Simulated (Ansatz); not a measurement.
# Redistribution: CH8OSi2 + SiH2(SiH3)Br → Si3H8O + SiH2(CH3)Br

Species: CH8OSi2 `C[SiH2]O[SiH3]`, singlet; SiH2(SiH3)Br, singlet; Si3H8O `[SiH3]O[SiH2][SiH3]`, singlet; SiH2(CH3)Br, singlet. The partners trade CH3 for SiH3; both sit on Si, so the bond types are kept.

Shapes, held fixed at every level: PBE0-D4/def2-TZVP. Flexible molecules stand in one conformer, not always the lowest. Programs: Ansatz 0.2.0. Electronic energies: no zero-point or thermal term.

| level | kind | ΔE (kJ/mol) | less CCSD(T)/def2-TZVPP |
| --- | --- | --- | --- |
| PBE-D4/def2-TZVPP | GGA | +6.2 | -1.4 |
| r2SCAN0-D4/def2-TZVPP | global hybrid | +7.7 | +0.1 |
| wB97X-V/def2-TZVPP | range-separated hybrid | +6.7 | -0.9 |
| B2PLYP/def2-TZVPP | double hybrid | +8.5 | +0.9 |
| MP2/def2-TZVPP | perturbation theory | +7.8 | +0.2 |
| CCSD/def2-SVP | coupled cluster or CI | +8.8 | +1.2 |
| CCSD/def2-TZVPP | coupled cluster or CI | +8.0 | +0.4 |
| CCSD(T)/def2-TZVPP | coupled cluster or CI | +7.6 | 0.0 |

The highest level, CCSD(T)/def2-TZVPP, gives ΔE = +7.6 kJ/mol; the levels span +6.2 to +8.8. The column of differences is taken from that level and isn't an error. No measured value is set beside it here. Relativity is left out for Br. Outer-core shells of Br are correlated in most correlated rows, in sets that cover them unevenly.
